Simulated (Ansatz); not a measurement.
Reaction (cleavage of the Si–B bond): `B[SiH](F)BO` + H–F → `B[SiH](F)F` + `BO`

Computed with Ansatz on PBE0-D4/def2-TZVP structures; ΔE is electronic, products minus reactants. CBS: MP2 limit from def2 TZ/QZ plus the TZ coupled-cluster correction, frozen cores. This one scheme is used for every species. DFT in def2-TZVPP. Each species was taken in one conformer, which may not be the lowest.

CCSD(T)/CBS gives -170.3 kJ/mol.

Question: Another level gave -163.8 kJ/mol. Which?
A. PBE/def2-TZVPP
B. PBE-D4/def2-TZVPP
C. PBE-QIDH/def2-TZVPP
D. r2SCAN-D4/def2-TZVPP

Answer: D. r2SCAN-D4 -163.8, PBE-D4 -141.8, PBE -145.9, PBE-QIDH -169.0 kJ/mol.

Question: What do rigid-rotor, harmonic-oscillator terms from PBE0-D4/def2-TZVP frequencies (298.15 K, 1 bar) make of the CCSD(T)/CBS value? (Best estimate.)

Answer: The calculation gave: ΔZPE = +2.4 kJ/mol, ΔH = -170.9 kJ/mol, ΔS = 19 J/(mol·K), ΔG = -176.4 kJ/mol. Modes under 50 cm⁻¹ make the entropy rough.

Largest T1 diagnostic among the species: 0.015.

At CCSD(T), def2-SVP lies +4.0 kJ/mol from the extrapolated value and def2-TZVPP −1.0 kJ/mol. From r2SCAN to r2SCAN0 (25 % exact exchange), in def2-TZVPP and without D4, ΔE moves by −5.3 kJ/mol. Leaving LDA and LC-ωPBE aside and taking each functional with its dispersion term where it has one, the values, not all of them listed here, spread over 43.2 kJ/mol, from BHLYP-D4 to revPBE-D4. LDA lies +4.9 kJ/mol from PBE without D4.

CCSD(T)/CBS has its own doubt, a few kJ/mol and more with outer-core shells, so smaller differences from it don't rank the levels.
